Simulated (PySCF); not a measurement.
Geometries of 3 isomers of C3H8OSSi, from PySCF, PBE0-D3(BJ)/def2-SVP geometry optimisation, gas phase. One conformer each, no zero-point energy, no frequencies.

Question: Which isomer lies lowest at this level?
A.
```xyz
14
angstrom
C     -2.075   -0.041    0.285
C     -1.296   -0.245   -0.966
S     -1.965   -0.531   -2.420
C      0.208   -0.183   -0.834
O      0.607    0.165    0.461
Si     2.202    0.319    0.931
H     -1.745   -0.759    1.054
H     -3.150   -0.137    0.099
H     -1.843    0.953    0.703
H      0.605   -1.176   -1.127
H      0.585    0.534   -1.588
H      2.931   -0.972    0.734
H      2.175    0.690    2.371
H      2.885    1.380    0.128
```
B.
```xyz
14
angstrom
C     -2.509    0.484   -0.038
S     -1.244    1.222   -1.081
C      0.223    0.861   -0.199
C      0.354    0.211    0.968
O      1.523   -0.044    1.600
Si     3.071    0.330    1.067
H     -2.363   -0.602    0.063
H     -3.468    0.670   -0.540
H     -2.533    0.951    0.959
H      1.106    1.242   -0.725
H     -0.502   -0.180    1.524
H      3.983   -0.199    2.113
H      3.337   -0.321   -0.251
H      3.233    1.808    0.921
```
C.
```xyz
14
angstrom
C     -2.715    0.275   -0.335
C     -2.270    1.393    0.243
O     -0.990    1.690    0.547
Si     0.362    0.734    0.292
S      1.966    1.906    1.053
C      3.306    0.735    0.649
H     -2.054   -0.544   -0.632
H     -3.782    0.158   -0.527
H     -2.950    2.201    0.532
H      0.537    0.449   -1.165
H      0.229   -0.563    1.022
H      4.239    1.202    0.990
H      3.379    0.560   -0.435
H      3.183   -0.222    1.175
```

Answer: C. That is `C=CO[SiH2]SC`, 16.1 kcal/mol below the next.

```
        SMILES                   atoms numbered as above      E (Eh)  relative (kcal/mol)  relative (kJ/mol)  dipole (D)
  C=CO[SiH2]SC   [CH2:1]=[CH:2][O:3][SiH2:4][S:5][CH3:6]  -881.22940                  0.0                0.0        1.87
CC(=S)CO[SiH3]  [CH3:1][C:2](=[S:3])[CH2:4][O:5][SiH3:6]  -881.20377                 16.1               67.3        2.40
CS/C=C/O[SiH3]  [CH3:1][S:2]/[CH:3]=[CH:4]/[O:5][SiH3:6]  -881.19575                 21.1               88.3        0.63
```
